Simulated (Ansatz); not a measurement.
Other settings, tried on Te₆Mo₃.

```yaml
crystal:
  periodic: [false, false, false]
  atoms:
    - {symbol: Mo, position_ang: [-1.226464, -0.234336, -0.051813]}
    - {symbol: Mo, position_ang: [0.208416, 1.583822, 0.100652]}
    - {symbol: Mo, position_ang: [1.410472, -0.831659, -0.309261]}
    - {symbol: Te, position_ang: [-3.460534, -0.020811, 1.365733]}
    - {symbol: Te, position_ang: [-0.162165, -2.363405, 1.126518]}
    - {symbol: Te, position_ang: [0.043208, 0.496050, -2.335674]}
    - {symbol: Te, position_ang: [2.503318, 0.954751, 1.298066]}
    - {symbol: Te, position_ang: [-2.253785, 2.470607, 0.673975]}
    - {symbol: Te, position_ang: [2.937513, -2.055019, -1.868185]}
basis:
  gaussian: {orbitals: def2-TZVPP, fitting: {mean_field: def2-universal-jkfit}}
hamiltonian: {xc: {name: SVWN5}}
output: {forces: true}
```

```sh
$ ansatz run in.yaml --threads 2 --pin off --events-out ev --progress --plain --max-ram 20480MiB --backend cuda --devices 0, --max-vram 18GiB
```

Output, abridged:

```
Functional definition: SVWN5
2073 factors; integrals over basis functions are off by at most 1.2e0 eV
mean field evaluation 1: about -49177.9099 eV, gradient 2.2e2 eV
mean field evaluation 2: about -48057.6656 eV, gradient 5.8e2 eV
mean field evaluation 4: about -49096.9515 eV, gradient 2.6e2 eV
mean field evaluation 8: about -49233.0916 eV, gradient 1.4e2 eV
mean field evaluation 16: about -49269.2207 eV, gradient 2.5e1 eV
mean field evaluation 32: about -49267.3827 eV, gradient 1.1e1 eV
mean field -49272.99424286 eV, -1810.7491399900 hartree, gradient 8.9e-5 eV, S^2 0.000000; 4 other end points of the search recorded, 0 dependent functions left out
reference -49272.99429084 eV, -1810.7491417534 hartree; 93, 93 occupied and 375, 375 virtual orbitals, 2073 factors
Total energy: -49272.99429084 eV, -1810.7491417534 hartree
Atom 0 at    -1.226464    -0.234336    -0.051813 Å, force     0.579655     0.415239     0.180423 eV/Å
Atom 1 at     0.208416     1.583822     0.100652 Å, force    -0.328131    -0.923651    -0.215328 eV/Å
Atom 2 at     1.410472    -0.831659    -0.309261 Å, force    -0.309953     0.228779     0.013348 eV/Å
Atom 3 at    -3.460534    -0.020811     1.365733 Å, force     0.598859     0.309028    -0.358323 eV/Å
Atom 4 at    -0.162165    -2.363405     1.126518 Å, force     0.117099     0.696216    -0.493213 eV/Å
Atom 5 at     0.043208     0.496050    -2.335674 Å, force     0.039686    -0.107519     1.059268 eV/Å
Atom 6 at     2.503318     0.954751     1.298066 Å, force    -0.606964    -0.233565    -0.512396 eV/Å
Atom 7 at    -2.253785     2.470607     0.673975 Å, force     0.375415    -0.754714    -0.083022 eV/Å
Atom 8 at     2.937513    -2.055019    -1.868185 Å, force    -0.465665     0.370187     0.409243 eV/Å
Dipole moment:    -0.361716     0.475352     0.044679 e Å
```

It took 10 s on 2 threads of AMD EPYC 7R13 on a shared host and a share (18 GiB) of an NVIDIA H100 80GB HBM3, peak host memory 1.1 GiB.

In the def2 sets Mo, Te take a core potential; there is no spin–orbit coupling. The restricted singlet is unstable towards broken spin symmetry in Hartree–Fock (as tested in another run); at RKS SVWN5/def2-TZVPP this wasn't settled.
